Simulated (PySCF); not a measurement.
**Computed properties of B(vinyl)(OH)(OMe) (C3H7BO2), SMILES COB(C=C)O**

B(vinyl)(OH)(OMe) (C3H7BO2), SMILES C=CB(O)OC. Geometry optimised at PBE0-D3(BJ)/def2-SVP. The values are those of a single conformer. All values are computed for the isolated molecule unless a solvent is named; none is compared with measurement here.

**Structure.** All 33 harmonic modes at PBE0-D3(BJ)/def2-SVP (PySCF) are real, so it is a minimum. With heavy atoms numbered as in [B:1]([CH:2]=[CH2:3])([OH:7])[O:9][CH3:10], the shortest bond between them is C2–C3 at 1.339 Å and the longest B1–C2 at 1.568 Å.

**Vibrations.** The strongest infrared lines (harmonic, unscaled, degenerate partners summed) lie at 1421 cm⁻¹ (411 km/mol, B 40 %, H 31 %, O 18 %, C 12 %), 1512 cm⁻¹ (182 km/mol, H 57 %, B 24 %, O 16 %), 967 cm⁻¹ (156 km/mol, H 61 %, O 15 %, C 14 %, B 10 %). The softest mode is at 79 cm⁻¹ and the zero-point energy is 66.2 kcal/mol.

**Electronic structure.** ωB97X/def2-TZVP (PySCF) places the frontier levels at -10.30 and 1.55 eV, a gap of 11.85 eV, and gives a dipole moment of 1.81 D and a mean polarisability of 56.5 bohr³. PBE/def2-TZVP (PySCF) at the same geometry gives -6.76 and -1.63 eV, so its gap is 6.72 eV narrower. An orbital gap is neither the optical nor the fundamental gap.

**Excitations.** TDDFT-B3LYP/def2-SVPD (PySCF) has S1 at 6.24 eV (199 nm, f = 0.002, dark); the most intense of the 10 singlets computed lies at 6.79 eV (f = 0.30). T1 (TDA) is at 4.12 eV. TDDFT-PBE/def2-SVPD (PySCF) puts S1 at 5.48 eV. No vertical singlet excitation falls in the visible range (under 3.1 eV).

**NMR.** GIAO shifts at B3LYP/pcSseg-1 (PySCF) (non-relativistic, atoms alike by connectivity averaged): ¹³C from 57.7 to 145.1 ppm against TMS; ¹H from 3.9 to 6.4 ppm against TMS; ¹¹B at 14.2 ppm against BF3.
